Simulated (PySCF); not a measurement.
HgF4, SMILES [F][Hg]([F])([F])[F].

The structure is a stationary point at B3LYP-D3(BJ)/def2-SVP. The def2 effective core potentials stand for the cores of Hg; spin–orbit coupling is left out.

Level of theory: TDA-PBE/def2-SVPD in PySCF.

Vertical excitations; the highest root listed may be one member of a degenerate set. The molecule is in vacuum. State labels are in the subgroup D2h.

| state | symmetry | energy (eV) | λ (nm) | f | main pairs |
|---|---|---|---|---|---|
| S1 | B1g | 2.30 | 539 | 0.000 | HOMO−1→LUMO 100 % |
| S2 | B1g | 2.32 | 534 | 0.000 | HOMO→LUMO 100 % |
| S3 | B3g | 2.35 | 527 | 0.000 | HOMO−2→LUMO (degenerate set) |
| S4 | B2g | 2.35 | 527 | 0.000 | HOMO−3→LUMO (degenerate set) |
| S5 | B1u | 2.85 | 436 | 0.000 | HOMO−4→LUMO 100 % |
| S6 | B3u | 2.98 | 416 | 0.002 | HOMO−5→LUMO (degenerate set) |
| S7 | B2u | 2.98 | 416 | 0.002 | HOMO−6→LUMO (degenerate set) |
| S8 | B1u | 3.38 | 367 | 0.000 | HOMO−7→LUMO 100 % |
| S9 | Ag | 5.97 | 208 | 0.000 | HOMO−10→LUMO 91 % |
| S10 | B3u | 6.30 | 197 | 0.242 | HOMO−8→LUMO 67 %, HOMO−8→LUMO+1 12 %, HOMO−5→LUMO+1 10 % |
| T1 | B1g | 1.85 | 669 | 0 | HOMO→LUMO 100 % |
| T2 | B1g | 1.86 | 667 | 0 | HOMO−1→LUMO 100 % |
| T3 | B3g | 1.87 | 663 | 0 | HOMO−2→LUMO (degenerate set) |
| T4 | B2g | 1.87 | 663 | 0 | HOMO−3→LUMO (degenerate set) |
Triplets are in the Tamm–Dancoff approximation.
